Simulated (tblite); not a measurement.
C7H11AlO2.
SMILES with atom numbers: `[CH2:1]=[CH:2][CH2:3]/[CH:4]=[CH:5]/[Al:6]1[O:7][CH2:8][CH2:9][O:10]1` (hydrogens: H11, H12 on C1; H13 on C2; H14, H15 on C3; H16 on C4; H17 on C5; H18, H19 on C8; H20, H21 on C9)

Computed with GFN2-xTB (tblite), gas phase: L-BFGS steps from a force-field or distance-geometry start until the largest atomic force falls under 0.01 eV/Å.

Step 35: E = -811.0440 eV
```
atom  x, y, z in Å  |  force x, y, z in eV/Å
C1      4.1463    0.9869   -0.3073    0.008  -0.012  -0.032
C2      3.5446    0.3490    0.6780    0.096   0.016   0.023
C3      2.7462   -0.9117    0.5349    0.045   0.000   0.015
C4      1.3079   -0.6251    0.8643   -0.012  -0.033  -0.037
C5      0.3064   -0.8715    0.0245    0.000   0.020  -0.054
Al6    -1.5821   -0.3930    0.1165    0.029  -0.095  -0.097
O7     -2.7250   -0.7164   -1.1202    0.140   0.050   0.042
C8     -3.9337   -0.0523   -0.8837    0.066  -0.022   0.086
C9     -3.8462    0.7738    0.4548   -0.012  -0.052  -0.037
O10    -2.6147    0.5440    1.0894   -0.009   0.134   0.074
H11     4.6992    1.8992   -0.1553   -0.015  -0.038   0.066
H12     4.1228    0.6238   -1.3201   -0.054  -0.042  -0.061
H13     3.6028    0.7280    1.6886   -0.031   0.086   0.043
H14     2.8316   -1.3179   -0.4729    0.012   0.031  -0.057
H15     3.1429   -1.6498    1.2379   -0.034  -0.048   0.067
H16     1.1517   -0.1795    1.8399   -0.102   0.012  -0.071
H17     0.5547   -1.3290   -0.9338    0.019   0.000   0.016
H18    -4.7342   -0.7925   -0.8229   -0.093  -0.029   0.041
H19    -4.1385    0.6236   -1.7174   -0.034   0.038  -0.046
H20    -3.9400    1.8388    0.2207    0.016   0.014   0.053
H21    -4.6516    0.4886    1.1382   -0.035  -0.030  -0.035
```

Step 36: E = -811.0468 eV
```
atom  x, y, z in Å  |  force x, y, z in eV/Å
C1      4.1455    0.9868   -0.3071    0.020  -0.035  -0.036
C2      3.5458    0.3491    0.6788    0.076   0.004   0.052
C3      2.7481   -0.9117    0.5392   -0.024  -0.008  -0.001
C4      1.3068   -0.6238    0.8647    0.001  -0.031  -0.027
C5      0.3079   -0.8773    0.0228    0.036   0.028  -0.054
Al6    -1.5804   -0.3921    0.1026    0.032  -0.057  -0.062
O7     -2.7193   -0.6934   -1.1422    0.014   0.064   0.062
C8     -3.9386   -0.0513   -0.8841    0.038  -0.003   0.011
C9     -3.8447    0.7716    0.4546    0.005  -0.016  -0.003
O10    -2.6139    0.5351    1.0886    0.027   0.085   0.038
H11     4.7020    1.8950   -0.1538   -0.003   0.008   0.062
H12     4.1215    0.6229   -1.3186   -0.052  -0.049  -0.093
H13     3.6043    0.7312    1.6876   -0.028   0.084   0.067
H14     2.8325   -1.3185   -0.4695    0.020   0.030  -0.020
H15     3.1435   -1.6493    1.2447   -0.044  -0.028   0.045
H16     1.1462   -0.1716    1.8378   -0.088  -0.010  -0.106
H17     0.5649   -1.3387   -0.9319   -0.004   0.004   0.025
H18    -4.7317   -0.8027   -0.8102    0.008   0.003   0.016
H19    -4.1701    0.6266   -1.7140   -0.001  -0.042   0.030
H20    -3.9300    1.8387    0.2227    0.002  -0.012   0.056
H21    -4.6493    0.4906    1.1417   -0.036  -0.021  -0.062
```

Step 37: E = -811.0493 eV
```
atom  x, y, z in Å  |  force x, y, z in eV/Å
C1      4.1444    0.9861   -0.3083    0.024  -0.051  -0.022
C2      3.5478    0.3488    0.6796    0.030  -0.011   0.063
C3      2.7493   -0.9121    0.5404   -0.058  -0.007  -0.005
C4      1.3059   -0.6245    0.8632    0.019  -0.014  -0.015
C5      0.3082   -0.8780    0.0201    0.049   0.025  -0.045
Al6    -1.5804   -0.3935    0.1024    0.049   0.002   0.007
O7     -2.7165   -0.6894   -1.1412   -0.011   0.002   0.016
C8     -3.9366   -0.0524   -0.8827   -0.014   0.023  -0.008
C9     -3.8451    0.7703    0.4536    0.021   0.026   0.055
O10    -2.6137    0.5395    1.0891    0.070   0.025   0.004
H11     4.7029    1.8919   -0.1507    0.002   0.028   0.033
H12     4.1181    0.6212   -1.3197   -0.039  -0.036  -0.078
H13     3.6029    0.7355    1.6872   -0.015   0.066   0.059
H14     2.8332   -1.3157   -0.4707    0.025   0.023   0.019
H15     3.1425   -1.6517    1.2466   -0.051  -0.001   0.014
H16     1.1401   -0.1699    1.8344   -0.066  -0.017  -0.101
H17     0.5692   -1.3391   -0.9329   -0.016  -0.008   0.001
H18    -4.7328   -0.8012   -0.8090    0.040  -0.017   0.013
H19    -4.1695    0.6254   -1.7117   -0.003  -0.028   0.009
H20    -3.9307    1.8376    0.2229   -0.014  -0.012   0.048
H21    -4.6482    0.4882    1.1418   -0.041  -0.019  -0.065
```

Step 38: E = -811.0515 eV
```
atom  x, y, z in Å  |  force x, y, z in eV/Å
C1      4.1436    0.9842   -0.3094    0.030  -0.047   0.002
C2      3.5494    0.3486    0.6815   -0.005  -0.012   0.050
C3      2.7489   -0.9123    0.5422   -0.041   0.008   0.005
C4      1.3050   -0.6251    0.8620    0.015  -0.001  -0.024
C5      0.3095   -0.8792    0.0166    0.038   0.023  -0.037
Al6    -1.5788   -0.3940    0.0996    0.049   0.049   0.052
O7     -2.7139   -0.6830   -1.1434   -0.033  -0.038  -0.011
C8     -3.9359   -0.0525   -0.8814   -0.034   0.028  -0.014
C9     -3.8441    0.7693    0.4540    0.038   0.041   0.075
O10    -2.6111    0.5428    1.0886    0.087  -0.024  -0.022
H11     4.7045    1.8887   -0.1477   -0.011   0.013  -0.002
H12     4.1142    0.6190   -1.3218   -0.025  -0.019  -0.033
H13     3.6017    0.7408    1.6881   -0.004   0.036   0.031
H14     2.8337   -1.3127   -0.4709    0.027   0.015   0.047
H15     3.1404   -1.6534    1.2490   -0.055   0.016  -0.010
H16     1.1323   -0.1674    1.8297   -0.044  -0.014  -0.071
H17     0.5744   -1.3412   -0.9336   -0.021  -0.022  -0.031
H18    -4.7319   -0.8019   -0.8062    0.062  -0.026   0.011
H19    -4.1735    0.6246   -1.7088   -0.005  -0.012  -0.008
H20    -3.9306    1.8363    0.2243   -0.027   0.003   0.042
H21    -4.6467    0.4853    1.1418   -0.040  -0.017  -0.052
```

Question: Estimate the geometry and energy of step 39. (The exact step hangs on the optimiser's Hessian estimate; all steps are aligned on step 38, rigid shifts and turns removed.)

Answer: E = -811.0536 eV, largest force 0.109 eV/Å
```
atom  x, y, z in Å  |  force x, y, z in eV/Å
C1      4.1429    0.9810   -0.3098    0.032  -0.039   0.023
C2      3.5498    0.3486    0.6848   -0.022   0.000   0.021
C3      2.7468   -0.9118    0.5451   -0.002   0.028   0.018
C4      1.3030   -0.6251    0.8610    0.002   0.015  -0.035
C5      0.3116   -0.8817    0.0124    0.012   0.020  -0.044
Al6    -1.5753   -0.3922    0.0920    0.039   0.073   0.071
O7     -2.7120   -0.6728   -1.1501   -0.036  -0.061  -0.030
C8     -3.9365   -0.0515   -0.8800   -0.030   0.025  -0.013
C9     -3.8411    0.7683    0.4560    0.043   0.037   0.062
O10    -2.6049    0.5446    1.0857    0.074  -0.053  -0.027
H11     4.7073    1.8840   -0.1457   -0.028  -0.007  -0.031
H12     4.1094    0.6164   -1.3241   -0.013  -0.006   0.028
H13     3.6007    0.7472    1.6901    0.003   0.002  -0.004
H14     2.8337   -1.3093   -0.4694    0.026   0.006   0.065
H15     3.1366   -1.6539    1.2521   -0.053   0.021  -0.019
H16     1.1216   -0.1629    1.8239   -0.021  -0.009  -0.035
H17     0.5813   -1.3460   -0.9343   -0.024  -0.034  -0.059
H18    -4.7272   -0.8065   -0.8012    0.069  -0.023   0.013
H19    -4.1843    0.6250   -1.7044   -0.005  -0.005  -0.018
H20    -3.9287    1.8349    0.2278   -0.038   0.020   0.041
H21    -4.6435    0.4807    1.1422   -0.026  -0.009  -0.027
```

The energy changes by -0.0021 eV. The first-order estimate −F·Δx gives -0.0029 eV and the mean of the old and new forces, exact on a quadratic surface, -0.0021 eV. The step makes an angle of 70° with the force vector and moves no atom by more than 0.013 Å.

What follows is the cost of the whole relaxation. On one thread, Arm Neoverse V1 (aarch64) (shared host), this took 1.2 s.
